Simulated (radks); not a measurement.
Question: Species: Ag2+. Configuration: [Kr] 4d9 (the NIST ground configuration). Calculated with a radial shooting solver on a logarithmic mesh with Libxc functionals: scalar-relativistic Kohn-Sham, PBE, spin-unpolarised, spherical densities, finite nucleus; Fermi nuclear charge, rms radius 4.5454 fm. Some entries of the table are withheld. Estimate them.

| orbital | occ. | eigenvalue (hartree) | <1/r> (bohr^-1) | <r> (bohr) |
|---|---|---|---|---|
| 1s | 2 | -931.6679 | 49.43 | 0.03111 |
| 2s | 2 | -137.8900 | (1) | 0.1349 |
| 2p | 6 | -123.7722 | 10.85 | 0.1177 |
| 3s | 2 | -25.96186 | (2) | 0.3685 |
| 3p | 6 | -21.32423 | 3.757 | 0.3676 |
| 3d | 10 | -14.01067 | 3.530 | 0.3458 |
| 4s | 2 | -4.32153 | 1.515 | 0.9098 |
| 4p | 6 | -2.97586 | 1.363 | 0.9951 |
| 4d | 9 | -1.06174 | 1.023 | (3) |

Answer: 
(1) 2s <1/r> (bohr^-1): 11.23
(2) 3s <1/r> (bohr^-1): 3.944
(3) 4d <r> (bohr): 1.309
